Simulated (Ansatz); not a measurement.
A CCSD(T) single point on C2H7BO3, SMILES `CCOB(O)O`.

```yaml
crystal:
  periodic: [false, false, false]
  atoms:
    - {symbol: C, position_ang: [-0.955237, -1.059498, 1.666606]}
    - {symbol: C, position_ang: [-0.175889, -0.019712, 0.902671]}
    - {symbol: O, position_ang: [-0.161735, -0.377236, -0.469124]}
    - {symbol: B, position_ang: [0.488538, 0.386167, -1.379905]}
    - {symbol: O, position_ang: [0.438895, -0.051975, -2.677126]}
    - {symbol: O, position_ang: [1.140277, 1.521721, -0.957626]}
    - {symbol: H, position_ang: [-1.981461, -1.119363, 1.298621]}
    - {symbol: H, position_ang: [-0.495508, -2.043688, 1.556206]}
    - {symbol: H, position_ang: [-0.982342, -0.806934, 2.729210]}
    - {symbol: H, position_ang: [0.850918, 0.048667, 1.278070]}
    - {symbol: H, position_ang: [-0.630041, 0.970071, 1.021909]}
    - {symbol: H, position_ang: [0.900563, 0.496180, -3.311013]}
    - {symbol: H, position_ang: [1.583322, 2.020899, -1.643797]}
basis:
  gaussian: {orbitals: def2-SVP}
correlation: {method: ccsd_t}
```

```sh
$ ansatz run in.yaml --threads 4 --pin off --events-out ev --progress --plain --max-ram 10444MiB
```

Output of Ansatz, abridged:

```
Functional definition: HF
1180 factors; integrals over basis functions are off by at most 1.4e-3 eV
mean field evaluation 1: about -8947.5332 eV, gradient 4.8e1 eV
mean field evaluation 2: about -8947.6724 eV, gradient 4.9e1 eV
mean field evaluation 4: about -8952.4467 eV, gradient 3.7e0 eV
mean field evaluation 8: about -8952.4960 eV, gradient 2.2e-1 eV
mean field -8952.49614561 eV, -328.9981651313 hartree, gradient 8.6e-7 eV, S^2 0.000000; 0 other end points of the search recorded, 0 dependent functions left out
6 core orbitals not correlated: weight in the atoms' cores, before any rotation towards them, 1.000 or more for the frozen orbitals, at most 0.000 for the correlated occupied ones
reference -8952.49614561 eV, -328.9981651313 hartree; 18, 18 occupied and 95, 95 virtual orbitals, 1180 factors
second order -24.97751756 eV of doubles, -0.00000000 eV of singles
cycle   1  -25.53976090 eV  change   -5.6e-1 eV  update   1.0e-1
cycle   2  -26.10241463 eV  change   -5.6e-1 eV  update   2.8e-2
cycle   3  -26.24191204 eV  change   -1.4e-1 eV  update   1.4e-2
cycle   4  -26.23511765 eV  change    6.8e-3 eV  update   3.0e-3
cycle   5  -26.23451924 eV  change    6.0e-4 eV  update   1.1e-3
cycle   6  -26.23474865 eV  change   -2.3e-4 eV  update   3.1e-4
cycle   7  -26.23452859 eV  change    2.2e-4 eV  update   9.6e-5
cycle   8  -26.23446262 eV  change    6.6e-5 eV  update   2.9e-5
cycle   9  -26.23445877 eV  change    3.8e-6 eV  update   1.0e-5
perturbative correction -0.64514519 eV, -0.0237086485 hartree
Total energy: -8979.37574957 eV, -329.9859723572 hartree
```

It took 11 s on 4 threads of an Arm Neoverse V1 on a shared host, with 0.75 GiB of host memory at the peak.

Correlation energy per correlated electron: -0.747 eV. T1 diagnostic: 0.0112.
